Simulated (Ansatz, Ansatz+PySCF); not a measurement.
```json
{"atom": "Be", "x (Å)": "0.0000", "y (Å)": "0.0000", "z (Å)": "0.0000"}
{"atom": "B", "x (Å)": "0.5666", "y (Å)": "0.7554", "z (Å)": "1.6355"}
```

Basis set: 6-31G (spherical functions). Correlated methods keep 1 orbital frozen. Correlation on ROHF uses semicanonical orbitals with singles. Charge 0, multiplicity 4.

Computed with Ansatz (development build ahead of 0.2.0); the reference of a correlated method needn't be the lowest determinant of its kind.

Question: Give the atomization energy at this shape (free ground-state atoms in the same class of orbitals less the molecule, no zero-point energy) of quartet BeB by full CI (lowest root of this spin), ROHF-CCSD(T), ROHF-CCSD.

Answer:

```tsv
method	atomization energy
full CI (lowest root of this spin)	-0.08 eV
ROHF-CCSD(T)	-0.10 eV
ROHF-CCSD	-0.12 eV
```

Caution for ROHF-CCSD(T), ROHF-CCSD: a plain start can end on a higher determinant; the reference determinant was not shown to be the lowest.

This basis has no polarisation functions and is too small for such energies, which can lie far from measured ones in either direction.
